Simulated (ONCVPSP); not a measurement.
Configuration tests for carbon (C) (ONCV)

```json
{
 "Element": "C (Z = 6)",
 "Generator": "ONCVPSP 4.0.1",
 "Type": "optimised norm-conserving Vanderbilt (ONCV)",
 "Functional": "PBE",
 "Relativity": "scalar-relativistic",
 "Frozen core": "[He]",
 "Valence charge": "4",
 "Reference configuration": "2s2 2p2",
 "Partial waves": "2s: rc 1.00 bohr, ncon 4, nbas 9, qcut 8.3 1/bohr, 2 projectors, debl 1.8 Ha; 2p: rc 2.10 bohr, ncon 4, nbas 9, qcut 6.5 1/bohr, 2 projectors, debl 2.3 Ha",
 "Local potential": "polynomial inside 0.70 bohr (lpopt 5, dvloc0 -1 Ha)",
 "Core correction": "none"
}
```

Energies are relative to the spin-unpolarised reference configuration 2s2 2p2; without spin polarisation the order of configurations can differ from experiment.

Problem. Give the all-electron excitation energy and the error of the potential for: 2s2 2p1; 2s2 2p0; 2s1 2p0; 2s1 2p3.

Solution.

| valence configuration | charge | ΔE all-electron (eV) | error AE − PS (meV) |
| --- | --- | --- | --- |
| 2s2 2p1 | +1 | 10.861 | +37 |
| 2s2 2p0 | +2 | 35.017 | +329 |
| 2s1 2p0 | +3 | 83.211 | +716 |
| 2s1 2p3 | 0 | 8.478 | -5.2 |

Levels in the configuration 2s2 2p0:

| level | all-electron (eV) | pseudo (eV) |
| --- | --- | --- |
| 2s | -40.379 | -40.089 |
